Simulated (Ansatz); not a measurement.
A nudged elastic band was laid between two geometries of H3P + H6OSi2 (13 atoms, charge 0, multiplicity 1).

All numbers below come from RHF/6-31G* (Ansatz).

```json
{
 "movable images": "5",
 "climbing image": "yes",
 "spring": "5.0 eV/Å²",
 "optimiser": "quadratic models (default)",
 "start path": "through a guess of the saddle point",
 "force threshold": "0.5 eV/Å",
 "iteration limit": "60",
 "end points": "relaxed"
}
```

Image 0:

```xyz
13
Properties=species:S:1:pos:R:3
Si -0.571 0.719 -0.043
O -0.933 0.338 1.497
Si -1.654 -0.078 2.896
H -2.736 -1.049 2.645
H -0.661 -0.687 3.798
H -2.223 1.116 3.545
H 0.884 0.911 -0.173
H -1.260 1.964 -0.434
H -0.997 -0.365 -0.949
P 2.540 -3.618 1.183
H 1.277 -4.060 0.762
H 2.804 -2.857 0.035
H 2.058 -2.545 1.947
```

Image 6:

```xyz
13
Properties=species:S:1:pos:R:3
Si 0.676 -0.427 -1.087
O -1.205 -0.732 2.398
Si -1.904 -0.434 3.858
H -3.261 0.062 3.591
H -1.979 -1.658 4.682
H -1.153 0.580 4.628
H 1.373 -0.498 -2.385
H 0.714 0.960 -0.591
H -0.717 -0.871 -1.256
P 1.647 -1.747 0.483
H 1.704 -2.936 -0.257
H 2.981 -1.370 0.274
H -0.348 -1.138 2.371
```

Q: Which bonds break or form, and what moves?

A: Bonds broken: Si1–O2, P10–H13. Bonds formed: Si1–P10, O2–H13. H3P + H6OSi2 becomes H4OSi + H5PSi.

Q: Give the energies along the band, and the barrier.

A: It converged. The highest image is number 3 of 0 to 6, 76.9 kcal/mol above the first end and 53.3 kcal/mol above the last; the last end lies 23.5 kcal/mol above the first. The threshold of 0.5 eV/Å is loose, so the images may lie well off the minimum-energy path. Neighbouring images differ by up to 3.3 eV, so the band resolves the path poorly. The order of the stationary point at the top wasn't checked. The orbitals stay closed-shell, which can raise the energy where a bond breaks towards radicals; this wasn't checked here.

```csv
image,path coordinate (Å),energy (kcal/mol),Si1–O2 (Å),P10–H13 (Å),Si1–P10 (Å)
0,0.00,0.0,1.63,1.40,5.48
1,1.53,0.1,1.63,1.40,4.64
2,3.07,1.7,1.64,1.40,4.09
3,4.60,76.9,1.80,1.88,3.02
4,6.60,36.3,2.95,2.36,2.33
5,8.61,25.2,3.52,2.64,2.27
6,10.62,23.5,3.97,2.81,2.27
```

Q: What is the geometry of the highest image?

A: 
```xyz
13
Properties=species:S:1:pos:R:3:forces:R:3
Si -0.190 -0.193 0.010 -0.35 0.14 0.01
O -0.455 -0.732 1.704 0.32 -0.24 -0.25
Si -1.376 -0.151 3.027 -0.01 -0.01 0.11
H -2.789 -0.462 2.796 0.00 -0.01 -0.06
H -0.852 -0.863 4.191 0.01 -0.02 0.01
H -1.157 1.293 3.127 0.01 0.00 -0.03
H 1.036 0.572 -0.208 0.03 -0.09 0.05
H -1.275 0.830 0.095 0.09 -0.05 -0.01
H -0.640 -1.137 -1.011 0.03 0.04 0.05
P 1.610 -2.470 0.834 0.24 -0.28 0.25
H 1.482 -3.421 -0.183 -0.01 0.13 -0.07
H 2.883 -1.948 0.590 -0.02 0.00 -0.11
H 0.251 -1.527 1.739 -0.36 0.39 0.06
```

The band took 15 iterations and of the order of 2.9 core-minutes.

The run took 2.9 min on 1 thread of Arm Neoverse V1, with other jobs on the host, peak memory 0.2 GiB.
